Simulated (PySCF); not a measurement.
Species: C₇H₈O₂.
SMILES: `C#C[C@H]1CCC(=O)OC1`

Computed with PySCF at wB97X-D/def2-SVPD, non-relativistic, on one gas-phase PBE0-D3(BJ)/def2-SVP geometry that isn't relaxed in the solvent. The solvent is an IEF-PCM continuum (Bondi radii, 1.10 Å for H, scaled by 1.2), and excitations are vertical TDDFT with non-equilibrium linear response and a frozen core. Only the electrostatic response of the medium enters.

Gas-phase singlets (H = HOMO, L = LUMO):

| state | E (eV) | λ (nm) | f | leading configurations |
| --- | --- | --- | --- | --- |
| S1 | 5.692 | 218 | 0.001 | H→L 68%, H→L+1 21% |
| S2 | 6.609 | 188 | 0.000 | H-2→L+2 24%, H-1→L+2 21% |
| S3 | 6.859 | 181 | 0.001 | H-1→L+2 32%, H-2→L+3 30% |
| S4 | 6.870 | 180 | 0.001 | H-1→L+3 34%, H-2→L+2 25% |
| S5 | 7.656 | 162 | 0.079 | H-1→L 40%, H-3→L 22% |

Question: What are the lowest 5 singlets in dichloromethane (ε = 8.93)?

Answer: 
```
state  E (eV)  λ (nm)      f    leading configurations  change by rank (eV)
   S1   5.911     210  0.001                 H-2→L 74%               +0.219
   S2   6.665     186  0.000  H-1→L+2 22%, H-1→L+3 20%               +0.056
   S3   6.904     180  0.002    H-1→L+4 36%, H→L+3 28%               +0.045
   S4   6.918     179  0.002    H→L+4 44%, H-1→L+3 20%               +0.048
   S5   7.600     163  0.117        H→L 41%, H-3→L 25%               -0.056
```

Question: Give the list for methanol (ε = 32.61), n² = 1.77.

Answer: 
```json
{"state": "S1", "E (eV)": "5.946", "λ (nm)": "209", "f": "0.001", "leading configurations": "H-2→L 78%", "change by rank (eV)": "+0.254"}
{"state": "S2", "E (eV)": "6.673", "λ (nm)": "186", "f": "0.000", "leading configurations": "H-1→L+3 32%, H-1→L+2 14%", "change by rank (eV)": "+0.064"}
{"state": "S3", "E (eV)": "6.916", "λ (nm)": "179", "f": "0.002", "leading configurations": "H-1→L+4 38%, H→L+3 31%", "change by rank (eV)": "+0.057"}
{"state": "S4", "E (eV)": "6.932", "λ (nm)": "179", "f": "0.002", "leading configurations": "H→L+4 48%, H-1→L+3 21%", "change by rank (eV)": "+0.062"}
{"state": "S5", "E (eV)": "7.600", "λ (nm)": "163", "f": "0.106", "leading configurations": "H→L 42%, H-3→L 23%", "change by rank (eV)": "-0.056"}
```

Question: How do the frontier levels move from gas to methanol?

Answer: 
```
orbital  gas (eV)  solvent (eV)  change (eV)
 LUMO+2      2.43          2.59        +0.16
 LUMO+1      2.16          2.34        +0.18
   LUMO      1.61          1.66        +0.05
   HOMO     -9.88         -9.91        -0.03
 HOMO-1    -10.10         -9.97        +0.13
 HOMO-2    -10.19        -10.16        +0.03
 HOMO-3    -10.69        -10.76        -0.07
```

The HOMO–LUMO gap goes from 11.49 to 11.57 eV. Rows go by rank; for HOMO-2, HOMO-1, HOMO, LUMO+1 and LUMO+2 the atom shares or the degeneracy differ between the runs, so the row needn't follow one orbital.
